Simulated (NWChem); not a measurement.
System: BiH2O2Cl; SMILES [OH][Bi]([OH])[Cl]

```xyz
6

Bi     0.2416    -0.2805     0.0304
Cl     0.0678     2.1970    -0.0930
O     -1.0520    -0.6482     1.6086
H     -1.9642    -0.4241     1.3772
O     -1.1442    -0.5646    -1.4929
H     -1.4986     0.2913    -1.7726
```
Atoms are numbered in this order, from 1.

Level: PBE0/def2-SVP with def2 effective core potentials on Bi (NWChem), optimised geometry, unscaled harmonic frequencies. def2 effective core potentials on Bi; no spin-orbit coupling.

```json
[
 {"frequency (cm⁻¹)": "95", "IR intensity (km/mol)": "18.0"},
 {"frequency (cm⁻¹)": "132", "IR intensity (km/mol)": "12.7"},
 {"frequency (cm⁻¹)": "160", "IR intensity (km/mol)": "27.3"},
 {"frequency (cm⁻¹)": "274", "IR intensity (km/mol)": "90.6"},
 {"frequency (cm⁻¹)": "284", "IR intensity (km/mol)": "105.8"},
 {"frequency (cm⁻¹)": "331", "IR intensity (km/mol)": "50.4"},
 {"frequency (cm⁻¹)": "574", "IR intensity (km/mol)": "94.7"},
 {"frequency (cm⁻¹)": "588", "IR intensity (km/mol)": "63.7"},
 {"frequency (cm⁻¹)": "819", "IR intensity (km/mol)": "69.1"},
 {"frequency (cm⁻¹)": "840", "IR intensity (km/mol)": "47.6"},
 {"frequency (cm⁻¹)": "3848", "IR intensity (km/mol)": "70.7"},
 {"frequency (cm⁻¹)": "3857", "IR intensity (km/mol)": "85.9"}
]
```

```yaml
zero_point_energy: 16.9 kcal/mol
thermal correction to the enthalpy at 298.15 K (with zero-point energy): 21.6 kcal/mol
heat capacity Cv: 20.1 cal/(mol K)
entropy at 298.15 K and 1 atm (symmetry number 1): 85.0 cal/(mol K)
```

Rigid rotor and harmonic oscillator; modes under 100 cm⁻¹ make the entropy uncertain.
